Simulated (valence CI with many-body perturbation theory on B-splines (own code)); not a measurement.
The numbers below are computed, except where a source is named.
# Level structure of Cs XXIV

Method: valence CI with perturbative core correlation (CI+MBPT): four valence electrons over a frozen Dirac-Fock core [Ar] 3d10, a basis of 11 s, 11 p, 10 d, 8 f, 5 g, 2 h functions for each j, with the one-electron correlation potential Σ1 (screened to all orders), the two-electron term Σ2, the three-electron term Σ3, Breit, model QED; selected single and double excitations, second order for the rest, scaled by the run's own slope (own B-spline code, finite nucleus).

No measured spectrum was set against this ion. As an estimate, levels hold to about 250 cm⁻¹ or 0.2 % of their energy and the worst to 1 %, as in measured heavy ions of charge 2 to 7; those with d or f electrons hold less well. Among the levels kept, up to 450 cm⁻¹ of a level comes from second order outside the variational space, and about a tenth of that is noise between levels of different J, which matters for small intervals.

Levels 1 to 45 of 184, with energies above the lowest level, (4s^2 4p1/2^2) J=0. "Leading %" is the weight of the configuration and term that name the level; weights of strongly mixed levels are sums over their largest components and can fall short. In the jj column 3d3/2^4 stands for four electrons in 3d with j = 3/2.

```csv
No.,Configuration,Term,J,E (cm⁻¹),Leading %,Second component,Leading jj,g
1,4s2.4p2,3P,0,0,76,22 % 4s2.4p2 1S,4s^2 4p1/2^2 (97 %),
2,4s2.4p2,3P,1,127880,99,,4s^2 4p1/2 4p3/2 (99 %),1.499
3,4s2.4p2,1D,2,148490,55,44 % 4s2.4p2 3P,4s^2 4p1/2 4p3/2 (97 %),1.219
4,4s2.4p2,3P,2,292160,55,43 % 4s2.4p2 1D,4s^2 4p3/2^2 (97 %),1.278
5,4s2.4p2,1S,0,340810,76,22 % 4s2.4p2 3P,4s^2 4p3/2^2 (96 %),
6,4s.4p3,5S°,2,537690,60,29 % 4s.4p3 3P°,4s 4p1/2^2 4p3/2 (82 %),1.759
7,4s.4p3,3D°,1,612500,54,22 % 4s.4p3 3P°,4s 4p1/2^2 4p3/2 (80 %),0.888
8,4s.4p3,3D°,2,664690,55,28 % 4s.4p3 5S°,4s 4p1/2 4p3/2^2 (84 %),1.432
9,4s.4p3,3D°,3,700800,94,5 % 4s2.4p.4d 3D°,4s 4p1/2 4p3/2^2 (94 %),1.331
10,4s.4p3,3P°,0,743620,95,,4s 4p1/2 4p3/2^2 (95 %),
11,4s.4p3,3P°,1,760230,56,24 % 4s.4p3 3D°,4s 4p1/2 4p3/2^2 (84 %),1.278
12,4s.4p3,1D°,2,763530,46,18 % 4s.4p3 3D°,4s 4p1/2 4p3/2^2 (69 %),1.130
13,4s.4p3,3S°,1,807090,46,32 % 4s.4p3 1P°,4s 4p1/2 4p3/2^2 (82 %),1.502
14,4s2.4p.4d,3F°,2,853820,63,14 % 4s.4p3 3P°,4s^2 4p1/2 4d3/2 (71 %),0.892
15,4s.4p3,3P°,2,884480,32,31 % 4s.4p3 1D°,4s 4p3/2^3 (58 %),1.158
16,4s2.4p.4d,3F°,3,914110,80,9 % 4s2.4p.4d 3D°,4s^2 4p1/2 4d5/2 (82 %),1.103
17,4s2.4p.4d,3P°,2,936220,49,21 % 4s2.4p.4d 3D°,4s^2 4p1/2 4d5/2 (86 %),1.285
18,4s2.4p.4d,3D°,1,936740,44,24 % 4s2.4p.4d 3P°,4s^2 4p1/2 4d3/2 (87 %),0.868
19,4s.4p3,1P°,1,963360,44,32 % 4s.4p3 3S°,4s 4p3/2^3 (71 %),1.266
20,4s2.4p.4d,3F°,4,1026700,98,,4s^2 4p3/2 4d5/2 (98 %),1.249
21,4s2.4p.4d,1D°,2,1045900,39,38 % 4s2.4p.4d 3D°,4s^2 4p3/2 4d3/2 (73 %),1.031
22,4s2.4p.4d,3P°,0,1057200,94,,4s^2 4p3/2 4d3/2 (94 %),
23,4s2.4p.4d,3D°,3,1063700,60,18 % 4s2.4p.4d 3F°,4s^2 4p3/2 4d3/2 (60 %),1.227
24,4s2.4p.4d,3P°,1,1068900,65,24 % 4s2.4p.4d 3D°,4s^2 4p3/2 4d3/2 (79 %),1.222
25,4s2.4p.4d,3P°,2,1087900,44,29 % 4s2.4p.4d 3D°,4s^2 4p3/2 4d5/2 (71 %),1.301
26,4s2.4p.4d,1F°,3,1134100,72,24 % 4s2.4p.4d 3D°,4s^2 4p3/2 4d5/2 (70 %),1.083
27,4s2.4p.4d,1P°,1,1152400,75,12 % 4s2.4p.4d 3D°,4s^2 4p3/2 4d5/2 (82 %),0.965
28,4p4,3P,2,1190700,56,23 % 4p4 1D,4p1/2^2 4p3/2^2 (78 %),1.348
29,4p4,3P,0,1247200,42,42 % 4p4 1S,4p1/2^2 4p3/2^2 (82 %),
30,4s.4p2.4d,5F,1,1252000,67,18 % 4s.4p2.4d 3D,4s 4p1/2^2 4d3/2 (81 %),0.287
31,4s.4p2.4d,5F,2,1268200,52,20 % 4s.4p2.4d 5D,4s 4p1/2^2 4d3/2 (56 %),1.161
32,4s.4p2.4d,5F,3,1301700,38,33 % 4s.4p2.4d 5D,4s 4p1/2^2 4d5/2 (70 %),1.370
33,4p4,3P,1,1325400,66,22 % 4s.4p2.4d 3P,4p1/2 4p3/2^3 (66 %),1.425
34,4p4,1D,2,1338300,50,19 % 4p4 3P,4p1/2 4p3/2^3 (68 %),1.140
35,4s.4p2.4d,5D,0,1358800,90,6 % 4s.4p2.4d 3P,4s 4p1/2 4p3/2 4d3/2 (94 %),
36,4s.4p2.4d,3F,2,1363400,43,25 % 4s.4p2.4d 5D,4s 4p1/2 4p3/2 4d3/2 (66 %),1.019
37,4s.4p2.4d,5D,1,1367100,70,11 % 4s.4p2.4d 5F,4s 4p1/2 4p3/2 4d3/2 (74 %),1.346
38,4s.4p2.4d,5F,3,1370600,44,27 % 4s.4p2.4d 3F,4s 4p1/2 4p3/2 4d3/2 (76 %),1.242
39,4s.4p2.4d,3F,2,1375200,24,20 % 4s.4p2.4d 5F,4s 4p1/2 4p3/2 4d3/2 (26 %),1.104
40,4s.4p2.4d,5F,4,1377700,72,21 % 4s.4p2.4d 5D,4s 4p1/2 4p3/2 4d5/2 (81 %),1.361
41,4s.4p2.4d,5D,4,1396100,41,39 % 4s.4p2.4d 3F,4s 4p1/2 4p3/2 4d3/2 (51 %),1.337
42,4s.4p2.4d,5F,5,1418000,70,29 % 4s.4p2.4d 3G,4s 4p1/2 4p3/2 4d5/2 (85 %),1.340
43,4s.4p2.4d,3F,2,1428200,34,22 % 4s.4p2.4d 5D,4s 4p1/2 4p3/2 4d5/2 (60 %),1.147
44,4s.4p2.4d,5P,3,1431200,47,35 % 4s.4p2.4d 3F,4s 4p1/2 4p3/2 4d5/2 (62 %),1.375
45,4s.4p2.4d,5P,2,1454600,61,19 % 4s.4p2.4d 3P,4s 4p1/2 4p3/2 4d3/2 (57 %),1.659
```

The ionisation energy to 4s2.4p 2P°_1/2 of the next ion comes out as 754.66 eV (NIST: 753 ± 4 eV (theoretical)). All 184 levels together are meant to be complete up to 2268600 cm⁻¹.
